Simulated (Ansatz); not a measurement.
`FCC(F)I` and `F[C@@H]([C@@H](Cl)Br)[C@@H](F)I` differ in one atom or group.

Ansatz, PBE0-D4/def2-TZVP geometries, multiplicity 1. Each molecule was computed in one conformer, which needn't be the lowest.

Elements past krypton have def2 core potentials. Scalar relativity is left out up to krypton. Spin–orbit coupling is left out; it splits and shifts lone-pair levels of the heavy atoms by tenths of an eV.

```csv
property,`FCC(F)I`
HOMO energy (ωB97M-V/def2-TZVPP) / eV,-10.05
HOMO–LUMO gap (B3LYP/def2-TZVPP) / eV,6.01
LUMO energy (PBE0/def2-TZVPP) / eV,-1.35
HOMO–LUMO gap (PBE/def2-TZVPP) / eV,4.41
size of the dipole moment (PBE/def2-TZVPP) / D,1.28
HOMO energy (PBE/def2-TZVPP) / eV,-6.67
```

Q: Give the same properties after the change, and the shifts. (Best estimate.)

A: Computed: 
```csv
property,`F[C@@H]([C@@H](Cl)Br)[C@@H](F)I`,shift
HOMO energy (ωB97M-V/def2-TZVPP) / eV,-10.04,0.01
HOMO–LUMO gap (B3LYP/def2-TZVPP) / eV,5.92,-0.09
LUMO energy (PBE0/def2-TZVPP) / eV,-1.44,-0.09
HOMO–LUMO gap (PBE/def2-TZVPP) / eV,4.33,-0.08
size of the dipole moment (PBE/def2-TZVPP) / D,0.91,-0.37
HOMO energy (PBE/def2-TZVPP) / eV,-6.66,0.01
```

Dipoles are sizes alone; their direction can turn.

B3LYP here is the variant with VWN-RPA as its local correlation; programs differ in this.
